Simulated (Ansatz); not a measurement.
Program: Ansatz. Geometries: PBE0-D4/def2-TZVP. ΔE: electronic, gas phase. CCSD(T)/CBS adds triple-zeta CCSD(T) − MP2 to the extrapolated MP2 energy (def2 sets, frozen cores). One conformer a species, not always the lowest.

Consider the isomerisation: `NC([SiH3])S[SiH3]` → `CS[SiH](N)[SiH3]`.

`NC([SiH3])S[SiH3]`:

```xyz
14

N    -0.489    0.968    1.892
C    -0.088    0.221    0.745
Si    1.765    0.414    0.420
S    -0.993    0.741   -0.821
Si   -1.169   -1.120   -1.829
H    -1.481    0.885    2.079
H    -0.261    1.950    1.812
H    -0.333   -0.833    0.905
H     2.132   -0.309   -0.823
H     2.556   -0.122    1.560
H     2.040    1.867    0.267
H     0.144   -1.643   -2.291
H    -1.770   -2.132   -0.918
H    -2.052   -0.886   -2.998
```

`CS[SiH](N)[SiH3]`:

Cartesian coordinates in Å:
```
C -1.507 -1.635 -0.156
S -0.780 -1.206 1.451
Si 0.739 0.153 0.839
N 1.796 -0.603 -0.283
Si -0.148 2.049 -0.216
H -0.725 -1.863 -0.879
H -2.123 -2.520 -0.002
H -2.133 -0.826 -0.531
H 1.344 0.529 2.150
H 2.311 -1.432 -0.033
H 2.272 -0.064 -0.988
H -0.788 2.933 0.794
H -1.172 1.660 -1.224
H 0.912 2.825 -0.923
```

```json
{"species": "`NC([SiH3])S[SiH3]`", "CCSD/CBS(def2) energy (Eh)": "-1074.06769"}
{"species": "`CS[SiH](N)[SiH3]`", "CCSD/CBS(def2) energy (Eh)": "-1074.12017"}
```

Task: Work out ΔE.

Result: ΔE = (-1074.12017) − (-1074.06769) = -0.05248 Eh = -1.43 eV. CCSD(T)/CBS gives -1.40 eV.

Largest T1 diagnostic among the species: 0.012.

From PBE to PBE0 (25 % exact exchange), in def2-TZVPP and without D4, ΔE moves by −0.04 eV. In def2-TZVPP, CCSD(T) changes the Hartree–Fock value by +0.05 eV (the triples alone add +0.02 eV) and MP2 by +0.06 eV.
